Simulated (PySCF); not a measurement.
# Adding and removing an electron: SiI

UHF-CCSD(T); Si def2-TZVPPD, I def2-TZVPPD with ECP28; scalar-relativistic core potentials (PySCF 2.14). Neutral (UHF): doublet (π ↑), Re = 2.449 Å, ωe = 360 cm⁻¹, De = 3.12 eV.

SiI⁺ (RHF): singlet (closed shell), Re = 2.319 Å, ωe = 455 cm⁻¹, De = 4.16 eV to Si⁺ + I. The energies at the minima are -586.15431 hartree for SiI and -585.89457 for SiI⁺.

Task: Work out the adiabatic ionisation energy, without and with harmonic zero-point energies (1 hartree = 27.2114 eV, 1 eV = 8065.5 cm⁻¹), and the change of the bond length.

Result: At CCSD(T): 0.25974 hartree = 7.068 eV between the minima; the zero-point term (455.0 − 360.0)/2 cm⁻¹ = +0.006 eV makes it 7.074 eV. Re changes by -13.0 pm against the neutral. The electron leaves a π orbital, and the shorter bond of the ion fits an antibonding orbital, or a change in how ionic the bond is.

SiI⁻ (UHF): triplet (π ↑↑), Re = 2.675 Å, ωe = 238 cm⁻¹, De = 1.48 eV to Si + I⁻. The energies at the minima are -586.15431 hartree for SiI and -586.20936 for SiI⁻.

Task: Work out the adiabatic electron affinity, without and with harmonic zero-point energies (1 hartree = 27.2114 eV, 1 eV = 8065.5 cm⁻¹), and the change of the bond length.

Result: At UHF-CCSD(T): 0.05505 hartree = 1.498 eV between the minima; the zero-point term (360.0 − 238.0)/2 cm⁻¹ = +0.008 eV makes it 1.506 eV. Re changes by +22.6 pm against the neutral. The electron enters a π orbital, and the longer bond of the ion fits an antibonding orbital, or a change in how ionic the bond is.

Correlated steps freeze 9 core orbitals. These are scalar-relativistic numbers at best; spin–orbit coupling would shift them, the dissociation energy most. For an ion De counts to the pair picked by the measured ionisation energies or electron affinities, which need not be the lowest pair at this level. Where the molecule has an RHF reference, its open-shell atoms are computed with UHF. States were picked by a PBE0 search and need not be the measured ground states.

Neutral and ion stand on different kinds of reference determinant, which adds to the error of the difference.
